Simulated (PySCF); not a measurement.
Cl₂GaHS, SMILES [Cl][Ga]([SH])[Cl].

The structure is a stationary point at B3LYP-D3(BJ)/def2-SVP. The structure was generated by enumeration; whether it is a known compound was not checked. One conformer was computed; it need not be the lowest.

Level of theory: PBE/def2-TZVP (PySCF).

Symmetry labels are those of the subgroup Cs that the program uses (full group Cs).

Computed valence orbital energies around the gap with their symmetry:
```csv
orbital,symmetry,energy (eV)
HOMO−7,A',-10.62
HOMO−6,A',-9.45
HOMO−5,A',-8.95
HOMO−4,A",-8.55
HOMO−3,A",-8.06
HOMO−2,A',-7.90
HOMO−1,A',-7.87
HOMO,A",-7.11
LUMO,A',-2.69
LUMO+1,A",-2.10
LUMO+2,A',-0.93
LUMO+3,A',0.47
```
